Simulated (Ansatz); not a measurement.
C3H5ClGe (`Cl[C]1=C[CH2][GeH2]1`), relaxed with RKS PBE-D4/def2-SVP in Ansatz from a rough embedded geometry. The force threshold is 0.03 eV/Å; the program also tests the step.

The species carries charge 0 and has multiplicity 1.

Start:

```xyz
10

Cl    0.101   -2.134   -1.959
C    -0.033   -0.815   -0.867
C    -0.556    0.456   -1.047
C    -0.177    0.994    0.395
Ge    0.504   -0.571    0.982
H    -0.984    0.962   -1.874
H     0.539    1.795    0.347
H    -1.125    1.232    0.935
H     2.099   -0.552    1.130
H    -0.368   -1.368    1.958
```

| step | energy (eV) | largest force (eV/Å) | largest move (Å) |
| --- | --- | --- | --- |
| 1 | -72200.0254 | 4.266 | 0.000 |
| 2 | -72200.7386 | 1.679 | 0.175 |
| 3 | -72200.8559 | 0.578 | 0.101 |
| 4 | -72200.8768 | 0.215 | 0.048 |
| 5 | -72200.8795 | 0.140 | 0.015 |
| 6 | -72200.8802 | 0.028 | 0.012 |

End:

```xyz
10

Cl   -0.009   -2.085   -2.112
C    -0.010   -0.864   -0.894
C    -0.480    0.409   -0.985
C    -0.252    1.087    0.356
Ge    0.559   -0.644    0.980
H    -0.946    0.876   -1.873
H     0.441    1.954    0.324
H    -1.180    1.396    0.881
H     2.084   -0.670    1.267
H    -0.207   -1.459    2.056
```

Hardware: 4 threads of an AMD EPYC 9R14 on a shared host. Wall time 6 s, peak host memory 0.2 GiB.
